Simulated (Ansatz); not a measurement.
`C=[CH][GaH2]` + NH₃ → `[NH2][GaH2]` + ethylene at 600 K and 1 bar (ligand exchange at a Ga–C bond).

Calculated with Ansatz (gas phase, PBE0-D4/def2-TZVP geometries, no zero-point term in ΔE). CCSD(T)/CBS adds triple-zeta CCSD(T) − MP2 to the extrapolated MP2 energy (def2 sets, frozen cores). This one scheme is used for every species. For Ga outer-core shells are correlated without core-valence functions, which leaves a few kJ/mol of doubt a bond. Scalar relativity is left out up to krypton.

```json
{"species": "`C=[CH][GaH2]`", "CCSD(T)/CBS energy (Eh)": "-2003.00582", "H − E (kJ/mol)": "189.2", "S (J/(mol·K))": "364.0"}
{"species": "NH₃", "CCSD(T)/CBS energy (Eh)": "-56.50880", "H − E (kJ/mol)": "112.4", "S (J/(mol·K))": "219.5"}
{"species": "`[NH2][GaH2]`", "CCSD(T)/CBS energy (Eh)": "-1981.05479", "H − E (kJ/mol)": "138.9", "S (J/(mol·K))": "317.7"}
{"species": "`C=C`", "CCSD(T)/CBS energy (Eh)": "-78.48111", "H − E (kJ/mol)": "161.6", "S (J/(mol·K))": "257.2"}
```

H − E and S are ideal-gas, rigid-rotor, harmonic terms from PBE0-D4/def2-TZVP. 1 Eh = 2625.50 kJ/mol, R = 8.31446 J/(mol·K).

Question: By hand: ΔE, ΔH, ΔS and ΔG.

Answer: ΔE = (-1981.05479) + (-78.48111) − (-2003.00582) − (-56.50880) = -0.02128 Eh = -55.9 kJ/mol. Δ(H − E) = 138.9 + 161.6 − 189.2 − 112.4 = -1.1, so ΔH = -57.0 kJ/mol. ΔS = 317.7 + 257.2 − 364.0 − 219.5 = -8.6 J/(mol·K). ΔG = -57.0 − 600 × (-8.6)/1000 = -51.8 kJ/mol.

Question: By hand: the equilibrium constant, and the temperature at which ΔG would vanish if ΔH and ΔS stayed fixed.

Answer: log₁₀ K = −ΔG/(RT ln 10) = 4.5. ΔG = 0 at ΔH/ΔS = 6628 K, far beyond where these terms or the molecules hold.

The number of gas molecules stays the same, so ΔS is small and ΔH decides. A doubt of 5 kJ/mol in ΔE shifts log₁₀ K by 0.4 here. These are equilibria of isolated gas molecules and say nothing of rates. Largest T1 diagnostic: 0.014 (customary marks: 0.02 for closed shells, 0.045 for open ones).
